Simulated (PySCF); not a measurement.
**Telling isomers of C5H15N2PSi apart by NMR**

Method: GFN2-xTB geometry, σ from GIAO-PBE0/pcSseg-1, in PySCF (no solvent model, averaged over atoms made equivalent by symmetry, fast rotation or ring inversion, non-relativistic, one computed conformer).

Referencing at the same level of theory: ¹H (31.72 ppm), ¹³C (186.93 ppm) against TMS. Splittings of carbon signals by F and P are missing where no couplings were computed. Where no couplings were computed, multiplicities follow the n + 1 count of equivalent neighbours, and m marks all less simple cases (inequivalent or close neighbours, rings, F or P nearby). Shifts are as computed. Against solution values, carbons near 30 ppm lie about +3 ppm off and those near 130 ppm about +5 ppm. Of 1309 compounds with measured shifts, 239 miss one by over three times the rms of a fit or turn the order of signals round; such compounds aren't used in these exercises. OH and NH positions are gas-phase values without hydrogen bonding to other molecules.

(1) Tabulate the signals of `C[C@@H]1[C@@H]([SiH3])[P@]1(=N)N(C)C`, `C=N[Si@](N)(P)C(C)(C)C` and their relative energies.

(2) What is the quickest way to tell C[C@@H]1[C@@H]([SiH3])[P@]1(=N)N(C)C from C=N[Si@](N)(P)C(C)(C)C?

Answers

(1) 
```json
{"SMILES": "C[C@@H]1[C@@H]([SiH3])[P@]1(=N)N(C)C", "carbon types": "2×CH 3×CH3", "δC": "42.3, 27.1, 25.6, 16.9", "δH": "4.00 (m, 3H), 2.74 (m, 6H), 1.44 (m, 1H), 1.41 (m, 3H), 1.01 (br s, 1H), 0.59 (m, 1H)", "E rel. (kcal/mol)": "63.5"}
{"SMILES": "C=N[Si@](N)(P)C(C)(C)C", "carbon types": "1×C 1×CH2 3×CH3", "δC": "172.0, 27.0, 22.2", "δH": "8.52 (m, 1H), 8.42 (m, 1H), 1.00 (br s, 2H), 0.98 (s, 9H), 0.73 (m, 2H)", "E rel. (kcal/mol)": "0.0"}
```

Energies are electronic energies at PBE0/pcSseg-1 on these geometries, without zero-point or thermal terms, each for the one conformer computed, which needn't be the lowest.

(2) Count the carbon signals: 4 against 3. The first has a three-membered-ring carbon (CH) at 27.1 ppm, the second a C=N carbon (CH2) at 172.0 ppm. Their most deshielded carbons lie at 42.3 and 172.0 ppm. In the proton spectra the most deshielded non-exchanging signals are 4.00 (m, 3H) and 8.52 (m, 1H).
